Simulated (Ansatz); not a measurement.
Molecule: C2H2F3 (charge 0, doublet). It need not be the lowest isomer of its formula. 
Coordinates optimised at B3LYP-D3(BJ)/def2-TZVP (Ansatz, a program for electronic structure):
```
C
F 1 1.3491
F 1 1.3491 2 107.66
F 1 1.3590 2 106.54 3 -113.97
C 1 1.4761 2 111.89 4 -122.70
H 5 1.0782 1 119.00 2 33.18
H 5 1.0782 6 121.59 1 -172.53
```
Charge 0, spin multiplicity 2.

Quantity: atomisation energy (electronic, to ground-state atoms), in kcal/mol. Valence correlation only, unless marked. Open shells are spin-unrestricted. No spin-orbit coupling. No relativistic terms. The coupled-cluster limit lacks core correlation, which all-electron functionals hold. CBS marks a two-point X^-3 extrapolation of the correlation energy; Hartree-Fock from the larger set (for Q and 5 zeta extrapolated as (X+1)exp(-9√X)).

```tsv
level	program	atomisation energy (kcal/mol)
PBE-D3(BJ)/def2-TZVPD	Ansatz + dftd3	676.4
revPBE/def2-TZVPD	Ansatz	642.8
r2SCAN-D3(BJ)/def2-TZVPD	Ansatz + dftd3	656.5
PBE0-D4/def2-TZVP	Ansatz + dftd4	653.9
PBE0-D4/def2-TZVPD	Ansatz + dftd4	653.5
CAM-B3LYP/def2-TZVPD	Ansatz	651.1
B2GP-PLYP/def2-TZVPD	Ansatz	638.1
B2PLYP-D4/def2-TZVPD	Ansatz + dftd4	641.3
CCSD/cc-pVDZ	Ansatz	582.4
CCSD/cc-pVTZ	Ansatz	616.2
CCSD/cc-pV5Z	Ansatz	628.9
CCSD(T)/cc-pVTZ	Ansatz	628.7
CCSD(T)/cc-pwCVTZ	Ansatz	629.3
CCSD(T)/cc-pV5Z	Ansatz	642.5
CCSD(T)/CBS(cc-pVQZ,cc-pV5Z)	Ansatz	646.1
```
